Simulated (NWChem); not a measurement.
C₂H₃ClN₂Si; SMILES N#C/N=C\[SiH2]Cl

```xyz
9

N      0.8853     3.2325    -0.0228
C     -0.0095     2.4873    -0.0131
N     -1.1056     1.7283    -0.0025
C     -1.0331     0.4478    -0.0106
Si     0.5722    -0.5901    -0.0371
Cl    -0.0148    -2.5667    -0.0340
H     -2.0021    -0.0787    -0.0008
H      1.3307    -0.2862    -1.2786
H      1.3667    -0.2929     1.1832
```
Atoms are numbered in this order, from 1.

Level: PBE0/def2-SVP (NWChem), optimised geometry, unscaled harmonic frequencies. 

```tsv
frequency (cm⁻¹)	IR intensity (km/mol)
26	5.2
83	5.9
153	6.4
268	0.2
336	3.6
463	23.9
570	56.8
627	24.3
628	10.8
697	0.1
726	9.2
847	291.8
918	21.7
929	65.1
999	5.8
1355	9.9
1711	27.6
2269	26.8
2282	60.7
2349	35.1
3122	1.9
```

```json
{
  "zero_point_energy": "30.5 kcal/mol",
  "thermal correction to the enthalpy at 298.15 K (with zero-point energy)": "35.6 kcal/mol",
  "heat capacity Cv": "23.2 cal/(mol K)",
  "entropy at 298.15 K and 1 atm (symmetry number 1)": "86.9 cal/(mol K)",
  "dipole_moment": "2.97 D"
}
```

Rigid rotor and harmonic oscillator; modes under 100 cm⁻¹ make the entropy uncertain.
